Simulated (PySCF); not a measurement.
## C₆ coefficients of unlike pairs at PBE

Calculated with PySCF 2.14 from the dipole response of each species, C₆(A,B) = (3/π) ∫ α_A(iu) α_B(iu) du, in atomic units, from isotropic polarisabilities. For ions this is the dispersion term alone; charge-induced terms of lower order in 1/R come first.

```
species           configuration                                                                           basis      relativity  α (bohr³)  C₆ (like pair)
   As²⁺  [Ar] 3d10 4s2 4p1 (2P)                                                       aug-cc-pVTZ-DK (7s6p4d2f)   spin-free X2C      10.11           43.10
     Cl       [Ne] 3s2 3p5 (2P)                                                        dyall-acv3z (19s12p6d4f)   spin-free X2C      15.26           97.89
   Xe²⁺  [Kr] 4d10 5s2 5p4 (3P)                                       aug-cc-pVQZ-PP with ECP28MDF (7s7p5d3f2g)  core potential      12.86           90.48
    Cr⁺           [Ar] 3d5 (6S)  x2c-TZVPPall with one added diffuse shell each of s, p, d, f type (7s6p5d3f1g)   spin-free X2C      14.87           56.12
```

Q: Estimate C₆ for Cr⁺ with Xe²⁺.

A: The integral gives 69.28. The combination rule 2 C_A C_B / (C_A α_B/α_A + C_B α_A/α_B) gives 66.31 and the geometric mean 71.26.

No spin-orbit coupling is included.

The other pairs:

| pair | C₆ |
| --- | --- |
| Cr⁺, Cl | 72.97 |
| Xe²⁺, Cl | 93.35 |
| Cr⁺, As²⁺ | 48.44 |
| Cl, As²⁺ | 64.93 |
| Xe²⁺, As²⁺ | 61.91 |
